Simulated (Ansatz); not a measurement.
`C#[C][Hf]([Cl])([Cl])[Cl]` + HI → `[Cl][Hf]([Cl])([Cl])[I]` + acetylene at 500 K and 1 bar (ligand exchange at the Hf–C bond).

Computed with Ansatz on PBE0-D4/def2-TZVP structures; ΔE is electronic, products minus reactants. CCSD(T)/CBS is the MP2 limit (def2-TZVPP, def2-QZVPP) plus CCSD(T) − MP2 in def2-TZVPP, frozen cores. This one scheme is used for every species. Elements past krypton have def2 core potentials. For Hf, I outer-core shells are correlated without core-valence functions, which leaves a few kJ/mol of doubt a bond.

```csv
species,CCSD(T)/CBS energy (Eh),H − E (kJ/mol),S (J/(mol·K))
`C#[C][Hf]([Cl])([Cl])[Cl]`,-1504.12469,109.0,477.9
HI,-298.03592,28.6,221.6
`[Cl][Hf]([Cl])([Cl])[I]`,-1724.97910,55.6,459.4
`C#C`,-77.22717,90.7,225.3
```

H − E and S are ideal-gas, rigid-rotor, harmonic terms from PBE0-D4/def2-TZVP. 1 Eh = 2625.50 kJ/mol, R = 8.31446 J/(mol·K).

Q: By hand: ΔE, ΔH, ΔS and ΔG.

A: ΔE = (-1724.97910) + (-77.22717) − (-1504.12469) − (-298.03592) = -0.04566 Eh = -119.9 kJ/mol. Δ(H − E) = 55.6 + 90.7 − 109.0 − 28.6 = 8.7, so ΔH = -111.2 kJ/mol. ΔS = 459.4 + 225.3 − 477.9 − 221.6 = -14.8 J/(mol·K). ΔG = -111.2 − 500 × (-14.8)/1000 = -103.8 kJ/mol.

Q: By hand: the equilibrium constant, and the temperature at which ΔG would vanish if ΔH and ΔS stayed fixed.

A: log₁₀ K = −ΔG/(RT ln 10) = 10.8. ΔG = 0 at ΔH/ΔS = 7514 K, far beyond where these terms or the molecules hold.

The number of gas molecules stays the same, so ΔS is small and ΔH decides. A doubt of 5 kJ/mol in ΔE shifts log₁₀ K by 0.5 here. These are equilibria of isolated gas molecules and say nothing of rates. Largest T1 diagnostic: 0.014 (customary marks: 0.02 for closed shells, 0.045 for open ones).
